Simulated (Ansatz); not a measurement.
`[SiH3]N[SiH3]` + `[CH3][SnH2][F]` → `C[SiH2]N[SiH3]` + `[F][SnH3]`  (redistribution)

Program: Ansatz. Geometries: PBE0-D4/def2-TZVP. ΔE: electronic, gas phase. CCSD(T)/CBS adds triple-zeta CCSD(T) − MP2 to the extrapolated MP2 energy (def2 sets, frozen cores). This one scheme is used for every species. DFT in def2-TZVPP. B3LYP here is the variant with VWN-RPA as its local correlation; programs differ in this. HSE06 is defined as in plane-wave codes. def2 core potentials past Kr. For Sn outer-core shells are correlated without core-valence functions, which leaves a few kJ/mol of doubt a bond. One conformer a species, not always the lowest.

```tsv
level	ΔE (eV)
PBE0-D4	-0.16
B3LYP-D4	-0.14
HSE06-D4	-0.16
BHLYP-D4	-0.15
HSE06	-0.15
LC-ωPBE	-0.17
HF/def2-TZVPP	-0.14
CCSD(T)/def2-TZVPP	-0.11
```

Question: What does CCSD(T)/CBS give? (An estimate is asked.)

Answer: Ansatz gave: -0.08 eV. The listed levels differ from it by -0.08, -0.06, -0.08, -0.07, -0.07, -0.09, -0.06, -0.03 eV.

Largest T1 diagnostic among the species: 0.014.

At CCSD(T), def2-SVP lies −0.06 eV from the extrapolated value and def2-TZVPP −0.03 eV. Leaving LDA and LC-ωPBE aside and taking each functional with its dispersion term where it has one, the values, not all of them listed here, spread over 0.13 eV, from B97M-V to B2PLYP. LDA lies −0.06 eV from PBE without D4. From BLYP to BHLYP (50 % exact exchange), in def2-TZVPP and without D4, ΔE moves by −0.04 eV.
